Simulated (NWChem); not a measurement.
Two isomers of WNH₃SO₂, each optimised at PBE0/def2-SVP with NWChem. Flexible species stand in one conformer each, which need not be the lowest. One or both are not confirmed as a minimum by frequencies. def2 effective core potentials on W; no spin-orbit coupling.

A: [NH]=[W](=[O])([OH])[SH]
B: [NH2][W]([SH])(=[O])=[O]

### Question
Which is lower in energy, by how much, and how do their other properties compare?

### Answer
B is lower by 11.7 kcal/mol in electronic energy.
```json
[
 {"": "highest occupied level (eV)", "A": "-7.84", "B": "-7.89"},
 {"": "orbital gap (eV)", "A": "6.28", "B": "6.08"},
 {"": "dipole (D)", "A": "2.35", "B": "4.45"}
]
```
